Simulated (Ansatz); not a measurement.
Geometry optimisation, Ansatz 0.2.0, RHF/def2-SVP.

input.yaml

```yaml
crystal:
  periodic: [false, false, false]
  atoms:
    - { symbol: W, position_ang: [0.0, 0.0, 0.0] }
    - { symbol: H, position_ang: [0.0, 0.0, 2.07] }
    - { symbol: Cl, position_ang: [2.39, 0.0, 0.0] }
    - { symbol: Cl, position_ang: [0.0, 2.39, 0.0] }
    - { symbol: Cl, position_ang: [-2.39, 0.0, 0.0] }
    - { symbol: F, position_ang: [0.0, -1.85, 0.0] }
    - { symbol: Cl, position_ang: [0.0, 0.0, -2.39] }
    - { symbol: O, position_ang: [1.4721, 1.5335, 0.7063] }
    - { symbol: H, position_ang: [2.2027, 1.0805, 1.2365] }
    - { symbol: H, position_ang: [0.7317, 0.7622, 1.9256] }
basis:
  gaussian: { orbitals: def2-SVP }
hamiltonian:
  xc: hf
relax:
  f_tol: 0.15
  max_steps: 25
  restrain:
    - { distance: [0, 7], at: 3.14, k: 30.0 }
    - { distance: [9, 1], at: 1.86, k: 30.0 }
    - { distance: [0, 1], at: 1.72, k: 30.0 }
    - { distance: [9, 7], at: 1.01, k: 30.0 }
```

Run as:

```bash
$ ansatz run input.yaml --threads 4 --pin off --max-ram 5120MiB --backend cpu --events-out ev --progress --plain --runs-dir out
```

Where does it end, and by what steps?

It converged. The restraints hold the end off the free minimum. After 18 steps the energy has fallen by 7.947 eV (the restraints' own energy left out); Cl4 moved furthest, 1.76 Å. Parted: W1–Cl4 (2.39 → 4.58 Å), W1–O8 (2.24 → 3.16 Å), W1–H10 (2.20 → 3.11 Å), Cl3–O8 (1.92 → 3.16 Å), O8–H9 (1.01 → 2.14 Å). Joined: O8–H10 (1.62 → 0.97 Å).

```csv
step,energy less start (eV),largest force component (eV/Å),accepted
0,0.0000,5.491,yes
1,0.5720,3.379,yes
2,-0.2244,5.706,yes
3,-2.2319,4.035,yes
4,-4.0489,3.470,yes
5,-5.5541,2.364,yes
6,-6.3531,2.201,yes
7,-6.7794,1.654,yes
8,-7.0862,1.975,yes
9,-7.3369,1.350,yes
10,-7.5713,1.334,yes
11,-7.7122,1.241,yes
12,-7.8247,1.327,yes
13,-7.9095,1.006,yes
14,-7.8888,1.130,no
15,-7.9294,1.030,yes
16,-7.9359,1.034,yes
17,-7.9396,1.087,yes
18,-7.9474,1.073,yes
```

```xyz
10
Properties=species:S:1:pos:R:3
W -0.300 -0.704 -0.109
H -0.327 0.043 1.422
Cl 2.600 -0.631 -0.030
Cl 1.025 3.593 0.779
Cl -2.612 -0.995 -0.129
F 0.105 -2.422 0.379
Cl -0.141 0.797 -1.839
O 1.051 1.937 0.972
H 2.593 0.565 0.425
H 0.414 1.733 1.679
```

Time of the run: 77 s on 4 threads of Arm Neoverse V2, with other jobs on the host, peak memory 0.55 GiB.
